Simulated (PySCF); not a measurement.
Electron correlation in As²⁴⁺ (arsenic, charge +24)

Starting occupation: [He] 2s2 2p5, 2p1/2 with m_j = -1/2, +1/2, 2p3/2 with m_j = -1/2, +1/2, +3/2. Computed with PySCF 2.14 in an even-tempered Gaussian basis (18 s from 7.2 bohr⁻², ratio 2.4; 12 p from 9.4 bohr⁻², ratio 2.4; 5 d from 38 bohr⁻², ratio 2.6; 5 f from 58 bohr⁻², ratio 2.6), with X2C-1e with screened-nucleus spin-orbit coupling, Gaussian nucleus. Frozen: nothing; 9 electrons correlated; the 34 highest virtual spinors left out.

MP2 pair energies summed by pair of shells (mhartree):

| pair | energy | share (%) |
| --- | --- | --- |
| 2p1/2-2p3/2 | -75.46 | 23.2 |
| 2p3/2-2s1/2 | -51.84 | 15.9 |
| 2p3/2-2p3/2 | -47.77 | 14.7 |
| 1s1/2-1s1/2 | -40.27 | 12.4 |
| 2p1/2-2s1/2 | -30.39 | 9.3 |
| 2p1/2-2p1/2 | -21.61 | 6.6 |
| 1s1/2-2p3/2 | -21.61 | 6.6 |
| 1s1/2-2p1/2 | -14.94 | 4.6 |
| 2s1/2-2s1/2 | -12.08 | 3.7 |
| 1s1/2-2s1/2 | -9.59 | 2.9 |

Total MP2 correlation energy: -325.56 mhartree.

At this charge the one-electron X2C treatment keeps the bare 1/r₁₂, with no two-electron picture change or Breit term. That inflates the 1s pair energies well beyond their four-component values.
